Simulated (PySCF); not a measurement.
Highest orbital energy against ionisation energy along the 4p block

Calculated with PySCF 2.14, no spin-orbit coupling. Each cell gives −ε(HOMO) / ΔSCF in eV; NIST values include spin-orbit coupling, (s) semi-empirical, (t) theoretical.

| species | UHF | LDA | PBE | PBE0 | r2SCAN | NIST (lowest levels) |
| --- | --- | --- | --- | --- | --- | --- |
| Ga⁺ (aug-cc-pwCVTZ-PP with ECP10MDF, ECP) | 19.026 / 18.744 | 16.630 / 21.139 | 16.273 / 20.722 | 17.173 / 20.392 | 16.613 / 20.527 | 20.515 |
| Ge⁺ (aug-cc-pwCVTZ-PP with ECP10MDF, ECP) | 15.583 / 15.256 | 11.659 / 15.830 | 11.660 / 15.711 | 12.787 / 15.757 | 12.066 / 15.952 | 15.935 |
| As⁺ (aug-cc-pwCVTZ-PP with ECP10MDF, ECP) | 18.447 / 17.977 | 13.994 / 18.584 | 13.976 / 18.438 | 15.259 / 18.507 | 14.432 / 18.694 | 18.589 |
| Se⁺ (aug-cc-pwCVTZ-PP with ECP10MDF, ECP) | 21.426 / 20.833 | 16.385 / 21.388 | 16.362 / 21.236 | 17.812 / 21.343 | 16.897 / 21.547 | 21.196 ± 0.01 |
| Br⁺ (aug-cc-pwCVTZ-PP with ECP10MDF, ECP) | 21.096 / 20.234 | 16.565 / 21.579 | 16.469 / 21.314 | 17.880 / 21.338 | 16.863 / 21.416 | 21.591 |
| Kr⁺ (aug-cc-pwCVTZ-PP with ECP10MDF, ECP) | 24.226 / 23.235 | 19.131 / 24.553 | 19.008 / 24.256 | 20.579 / 24.307 | 19.453 / 24.400 | 24.360 |

How far is −ε(HOMO) from ΔSCF on average for each method, and why?

UHF 0.59 eV; LDA -4.78 eV; PBE -4.65 eV; PBE0 -3.36 eV; r2SCAN -4.37 eV. Hartree-Fock orbital energies lack relaxation and so exceed the ΔSCF value; semilocal functionals have convex E(N) from self-interaction, so their HOMO lies far too high; exact exchange moves hybrids part of the way back.
